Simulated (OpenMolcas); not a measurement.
# How methods differ on MoCl2O2 (molybdenum dichloride dioxide)

MoCl2O2 has 5 atoms, charge 0, and is taken as a singlet. SMILES: `O=[Mo](=O)(Cl)Cl`. The shape is that of a PBE0-D4/def2-TZVP optimisation.

Each level gives the HOMO–LUMO gap (eV). The values are calculated.

```tsv
level	kind	program	value (eV)	CPU time
BLYP/def2-SVP (core potential)	GGA	OpenMolcas	3.92	37 s
PBE/def2-SVP (core potential)	GGA	OpenMolcas	3.95	36 s
revPBE/def2-SVP (core potential)	GGA	OpenMolcas	3.96	39 s
TPSS/def2-SVP (core potential)	meta-GGA	OpenMolcas	4.08	38 s
r2SCAN/def2-SVP (core potential)	meta-GGA	OpenMolcas	4.31	41 s
BHLYP/def2-SVP (core potential)	global hybrid	OpenMolcas	8.24	35 s
M06-2X/def2-SVP (core potential)	hybrid meta-GGA	OpenMolcas	8.38	52 s
B2PLYP/def2-SVP (core potential)	double hybrid	OpenMolcas	8.51	36 s
```

The values span 3.92 to 8.51 eV. Orbital gaps aren't excitation energies, and those of double hybrids come from the SCF part alone; they tend to grow with the share of exact exchange. Times are those of the runs behind each value, whatever else they computed, on shared processors of several kinds: orders of magnitude only.
